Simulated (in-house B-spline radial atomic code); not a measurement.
Configurations of neutral silver, with energies counted from [Kr] 4d10 5s1. Computed with a B-spline radial code for spherical atoms: scalar-relativistic (X2C) revTPSS, spin-polarised, spherical fractional occupations, Fermi nucleus of rms radius 4.5454 fm. Shells without spins written out take the highest spin.

Occupations are held fixed; configurations that lie above the ionisation limit could autoionise.

| configuration | E - E(ref) (eV) | highest orbital | its <r> (bohr) |
| --- | --- | --- | --- |
| [Kr] 4d10 5d1 | 6.0726 | 5d up | 10.28 |
| [Kr] 4d10 6d1 | 6.6893 | 6d up | 19.73 |
| [Kr] 4d(5 up, 4 down) 5s(0 up, 1 down) 5p(0 up, 1 down) | 8.182 | 5p down | 4.032 |
| [Kr] 4d9 4f1 5s1 | 11.774 | 4f up | 16.98 |
| [Kr] 4d9 5s1 5f1 | 12.065 | 5f up | 29.28 |
| [Ar] 3d10 4s2 4p(2 up, 3 down) 4d10 5s2 | 56.542 | 5s up | 2.943 |

Question: Order these further configurations by energy, lowest first.
A. [Kr] 4d9 5s1 6d1
B. [Ar] 3d10 4s2 4p5 4d10 5s1 5p1
C. [Ar] 3d9 4s2 4p6 4d10 5s2
D. [Kr] 4d9 5s1 5d1
E. [Kr] 4d(4 up, 5 down) 5s(1 up, 0 down) 6d(1 up, 0 down)

Answer: D (11.073 eV), A (11.675 eV), E (11.96 eV), B (60.387 eV), C (366.47 eV).

Question: How far above the reference does [Ar] 3d9 4s2 4p6 4d10 4f1 5s1 lie?

Answer: 374.13 eV; its least bound orbital is 4f up with <r> = 16.99 bohr.

Question: How far above the reference does [Kr] 4d(4 up, 5 down) 5s(0 up, 1 down) 6f(0 up, 1 down) lie?

Answer: 12.245 eV; its least bound orbital is 6f down with <r> = 42.88 bohr.
